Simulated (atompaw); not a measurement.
**u(r) = r·R(r): atom against pseudo-atom (sulfur)**

Columns: radius, all-electron u(r) and pseudo u(r) of the 3p shell (level -9.28 eV) of sulfur in the configuration [Ne] 3s2 3p3.75; PBEsol, non-relativistic, PAW (atompaw) scheme, atompaw 4.2.0.5.

```tsv
r (bohr)	all-electron	pseudo
0.069	0.0991	-0.0042
0.138	0.2362	-0.0166
0.208	0.3197	-0.0372
0.277	0.3370	-0.0650
0.346	0.3025	-0.0995
0.415	0.2327	-0.1398
0.485	0.1403	-0.1855
0.554	0.0391	-0.2344
0.623	-0.0645	-0.2857
0.692	-0.1654	-0.3384
0.762	-0.2614	-0.3920
0.831	-0.3478	-0.4437
0.900	-0.4252	-0.4934
0.969	-0.4934	-0.5400
1.038	-0.5522	-0.5826
1.108	-0.6025	-0.6213
1.177	-0.6433	-0.6543
1.246	-0.6760	-0.6819
1.315	-0.7012	-0.7041
1.385	-0.7198	-0.7211
1.454	-0.7321	-0.7326
1.523	-0.7390	-0.7391
1.592	-0.7412	-0.7412
1.662	-0.7392	-0.7392
1.731	-0.7337	-0.7337
1.800	-0.7253	-0.7253
```

**Question.** How many radial nodes do the two functions have?

**Answer.** The all-electron 3p function has n − l − 1 = 1; the pseudo-wave has 0, since the states of the same l below it are removed with the core.

**Question.** Where does each function peak?

**Answer.** Outermost all-electron maximum near 1.59 bohr, pseudo maximum near 1.59 bohr (to the table’s step).

**Question.** Is the pseudo-wave norm-conserving?

**Answer.** No, it belongs to a PAW set: the norm inside the radius is not constrained, and the difference is carried by the augmentation charge.
